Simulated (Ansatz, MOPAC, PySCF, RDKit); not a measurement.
Pair of molecules: AsH3 (SMILES [AsH3]) (first 4 atoms) with H4OSi (SMILES O[SiH3]); geometry from B3LYP-D3(BJ)/def2-TZVP, rigid monomers moved along the line of their centres of mass till As1···O5 is 4.52 Å.
(charge 0, multiplicity 1):
```xyz
10

As    -0.09349     0.05961     0.40918
H     -0.22659     0.08116    -1.11311
H     -0.25724    -1.45188     0.46914
H      1.42487    -0.04104     0.33434
O      0.89686    -0.89866     4.71803
Si    -0.11169     0.09334     5.58019
H      1.84028    -0.85017     4.88943
H      0.02451    -0.14891     7.03834
H     -1.47808    -0.24067     5.13771
H      0.17603     1.52436     5.32048
```

Counterpoise-corrected where a basis set is named; no monomer relaxation. RDKit's UFF carries no charges.

The state reached by PM6 isn't checked.

The values were computed with Ansatz (Gaussian basis) for Hartree–Fock, density functionals and correlated methods; MOPAC for PM6 (differences of heats of formation); PySCF for the dispersion terms; RDKit for the force fields. Each number belongs to the level named beside it.

**Question.** One of these levels gives 0.5 kJ/mol for the interaction energy. Which one is it?
A. PBE-D4/def2-TZVPPD
B. PM6
C. UFF

**Answer.** B, PM6. The others give -1.9 (UFF), -3.2 (PBE-D4/def2-TZVPPD)

Ansatz is a first-principles code.
